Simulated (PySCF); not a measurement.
Members of one family of related compounds. Computed with TDDFT wB97X-D/def2-SVPD, vertical, gas phase, core orbitals frozen in the response in PySCF. Geometries: GFN2-xTB; one conformer of each isolated species. Triplets are in the Tamm–Dancoff approximation. 'Strongest' means the level of largest summed f among the lowest 8 singlets; it needn't be the same kind of state in each.

Question: Rank by computed HOMO–LUMO gap, lowest first.
A. `Fc1snnc1[SiH3]`
B. `COC(=O)c1csnn1`
C. `O=CC1=C([SiH3])N=NS1`
D. `c1(SC)snnc1[SiH3]`

Answer: C (8.31 eV), D (8.71 eV), B (9.26 eV), A (9.39 eV).

```
          SMILES  gap (eV)  f (S1)  α (au)  f (strongest)  LUMO (eV)    S1 mainly
O=Cc1snnc1[SiH3]      8.31   0.001    93.9           0.13      -1.49    H→L (93%)
 CSc1snnc1[SiH3]      8.71   0.001   113.7           0.16       0.08  H-1→L (95%)
  COC(=O)c1csnn1      9.26   0.001    84.6           0.07      -0.39    H→L (86%)
  Fc1snnc1[SiH3]      9.39   0.002    79.9           0.07      -0.09    H→L (96%)
```

H and L stand for HOMO and LUMO.

- `O=Cc1snnc1[SiH3]`: Löwdin shares by element: HOMO nitrogen 74%, sulfur 13%, carbon 8% or more; LUMO sulfur 17%, oxygen 17%, carbon 16% or more, nitrogen 15% or more (atoms not listed hold the other 35%).
- `CSc1snnc1[SiH3]`: Löwdin shares by element: HOMO sulfur 42% or more, carbon 27% or more, nitrogen 13% or more (atoms not listed hold the other 18%); LUMO nitrogen 32%, sulfur 24% or more, carbon 23% or more (atoms not listed hold the other 22%).
- `COC(=O)c1csnn1`: Löwdin shares by element: HOMO nitrogen 73%, sulfur 15%, carbon 8% or more; LUMO carbon 39% or more, sulfur 24%, nitrogen 13% or more (atoms not listed hold the other 24%).
- `Fc1snnc1[SiH3]`: Löwdin shares by element: HOMO nitrogen 73%, sulfur 14%, carbon 7% or more; LUMO nitrogen 36%, sulfur 26%, carbon 21% or more (atoms not listed hold the other 17%).
